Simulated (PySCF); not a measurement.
## Correlation energy of K (potassium, neutral)

[Ar] 4p1, 2P determinant (an excited configuration). Calculation: PySCF 2.14, in x2c-QZVPPall (11s7p4d3f, 73 functions); scalar relativity by spin-free X2C-1e. Frozen: [Ne]; 9 electrons correlated.

MP2 pair energies summed by pair of shells (mhartree):

```csv
pair,energy,share (%)
3p-3p,-142.87,74.2
3s-3p,-37.64,19.6
3s-3s,-7.92,4.1
3p-4p,-3.82,2.0
3s-4p,-0.18,0.1
```

Total MP2 correlation energy: -192.43 mhartree.

Same-spin part -50.04 and opposite-spin part -142.39 mhartree; SCS-MP2 scales them by 1/3 and 6/5 to -187.55 mhartree.

The basis was made for the ground configuration and has no added diffuse functions, which can raise the energy of the promoted electron.

This basis was not built for core-valence correlation, so the inner-shell part is incomplete.
